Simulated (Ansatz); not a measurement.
Wavefunction ladder for `C=C[Si](N)(O)O`

Cartesian coordinates in Å:
```
C 2.0243 -0.0328 -0.6371
C 0.7925 0.2048 -1.0815
Si -0.7153 0.1182 -0.0123
N -0.3384 -0.8593 1.3413
O -1.2494 1.5596 0.5822
O -1.9181 -0.3822 -1.0091
H 2.2093 -0.3079 0.3978
H 2.8976 0.0367 -1.2803
H 0.6668 0.4790 -2.1277
H 0.0738 -1.7685 1.2046
H -0.9473 -0.8587 2.1441
H -0.6801 1.9882 1.2227
H -2.8159 -0.1771 -0.7447
```

Total charge 0; spin multiplicity 1. The structure was optimised at the PBE0-D4/def2-TZVP level. It is one conformer, not always the lowest. Frozen core, restricted reference, Ansatz. CBS rows extrapolate triple and quadruple zeta; past MP2 they add the triple-zeta difference.

```
     basis     HF (Eh)  MP2 corr.  CCSD corr.       (T)  CCSD(T) total
def2-TZVPP           ?          ?    -1.16731  -0.04597              ?
def2-QZVPP           ?   -1.21865           –         –              –
 CBS(def2)  -573.22180          ?    -1.31631     as TZ              ?
```

Q: Fill in the withheld values. (An estimate is asked.)

A: Ansatz gave: def2-TZVPP HF (Eh): -573.19541; def2-TZVPP MP2 corr.: -1.13305; def2-TZVPP CCSD(T) total: -574.40869; def2-QZVPP HF (Eh): -573.21860; CBS(def2) MP2 corr.: -1.28205; CBS(def2) CCSD(T) total: -574.58408.
